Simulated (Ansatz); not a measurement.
CH3NOSi, SMILES `N[Si]C=O` (excited triplet) (charge 0, multiplicity 3). This triplet is an excited state, 1.47 eV above the relaxed singlet at the level frozen-core CCSD(T)/cc-pVTZ // PBE0-D3(BJ)/def2-TZVP (Ansatz, a program for electronic structure).

Cartesian coordinates (Å):
```xyz
7

N      1.4199     0.0600     0.0249
Si     0.1731    -0.7999    -0.7539
C     -1.4553    -0.1360    -0.0956
O     -1.3819     0.7569     0.7400
H      1.2451     0.7823     0.7056
H      2.3958    -0.1044    -0.1499
H     -2.3968    -0.5588    -0.4712
```
Charge 0, spin multiplicity 3.

### Question
Give the natural occupations of the active orbitals, the CASSCF energy and the corrected energy for Ansatz with frozen-core fic-MRCISD+Q@CASSCF(6e,6o)/cc-pVTZ // PBE0-D3(BJ)/def2-TZVP.

### Answer

```yaml
natural_occupations: 1.98, 1.94, 1.00, 1.00, 0.06, 0.02
CASSCF energy: -457.9284 Ha
corrected_energy: -458.5652 Ha
weight_of_the_reference: 0.873
```
